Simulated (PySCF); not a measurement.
**Working out the excitation energy of Sc**

Sc [Ar] 3d1 4s2 (2D) → Sc [Ar] 3d1 4s1 4p1 (high-spin determinant). Calculation: PySCF 2.14, in aug-cc-pVDZ (7s6p4d2f, 59 functions); no relativity, point nucleus. Frozen: [Ar]. Energies in hartree (1 hartree = 27.21139 eV):

```csv
part,Sc (lower),Sc (upper)
UHF,-759.738039,-759.703427
CCSD correlation,-0.038496,-0.008514
(T),-0.000839,-0.000105
```

Problem. What does Hartree-Fock give?

Solution. (-759.703427) − (-759.738039) = 0.034612 hartree = 0.942 eV.

Problem. What do CCSD and CCSD(T) give?

Solution. The CCSD correlation energies differ by 0.029982 hartree = 0.816 eV and the triples by 0.000734 hartree = 0.020 eV, so CCSD gives 1.758 eV and CCSD(T) 1.778 eV.

The calculation is non-relativistic.

One determinant mixes LS terms, so it does not stand for a single term.

A double-zeta basis recovers only part of the correlation energy.
